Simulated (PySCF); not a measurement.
Predicted microwave data (PBE0/pcSseg-1 in PySCF (dipole) on a GFN2-xTB geometry, gas phase) for one isomer of C6H10F2SSi:

```
Rotational constants : A = 1767, B = 609.0, C = 542.4 MHz
Dipole components    : |μa| = 1.31 D, |μb| = 2.92 D, |μc| = 1.28 D
Inertial defect      : -184.12 u·Å²
κ                    : -0.89
```

Task: Which structure is it? (One computed conformer of each.)
A. `[CH3:1][C:2]#[C:3][C@@H:4]([F:5])[C@@H:6]([F:7])[SiH2:8][S:9][CH3:10]` with C3–C4–C6–F7 154°, C4–C6–Si8–S9 160°, C6–Si8–S9–C10 60°
B. `[F:1][CH2:2][C@:3]1([SiH2:4][F:5])[CH2:6][CH2:7][C:8](=[S:9])[CH2:10]1` with F1–C2–C3–Si4 53°, C2–C3–Si4–F5 177°, C2–C3–C6–C7 -80°, C3–C6–C7–C8 -23°, C6–C7–C8–S9 -179°, C7–C8–C10–C3 20°
C. `[CH3:1][S:2][Si@@H:3]1[CH2:4][CH2:5][CH:6]=[C:7]([F:8])[C@H:9]1[F:10]` with C1–S2–Si3–C4 -177°, S2–Si3–C4–C5 -139°, Si3–C4–C5–C6 58°, C4–C5–C6–C7 -56°, C6–C7–C9–F10 -74°
D. `[CH3:1][S:2][Si@@H:3]1[CH2:4][CH2:5][CH:6]=[C:7]([F:8])[C@@H:9]1[F:10]` with C1–S2–Si3–C4 -67°, S2–Si3–C4–C5 -116°, Si3–C4–C5–C6 -50°, C4–C5–C6–C7 58°, C6–C7–C9–F10 67°

Result: D. It is CS[Si@@H]1CCC=C(F)[C@@H]1F, an asymmetric top, point group C1. The candidates at the same level (rigid rotor, commonest isotopes):

```
                        SMILES  A (MHz)  B (MHz)  C (MHz)  μa (D)  μb (D)  μc (D)  Δ (u·Å²)  point group           rotor
CC#C[C@@H](F)[C@@H](F)[SiH2]SC     1390    492.4    424.3    1.77    1.01    1.53   -198.70           C1  asymmetric top
     FC[C@]1([SiH2]F)CCC(=S)C1     1444    611.9    511.4    1.27    0.92    0.07   -187.79           C1  asymmetric top
     CS[Si@@H]1CCC=C(F)[C@H]1F     1329    684.4    604.7    0.99    1.07    0.37   -282.77           C1  asymmetric top
    CS[Si@@H]1CCC=C(F)[C@@H]1F     1767    609.0    542.4    1.31    2.92    1.28   -184.12           C1  asymmetric top
```

`CC#C[C@@H](F)[C@@H](F)[SiH2]SC` has C 22 % too low; `CS[Si@@H]1CCC=C(F)[C@H]1F` has A 25 % too low; `FC[C@]1([SiH2]F)CCC(=S)C1` has A 18 % too low. No structure here is proved a minimum.
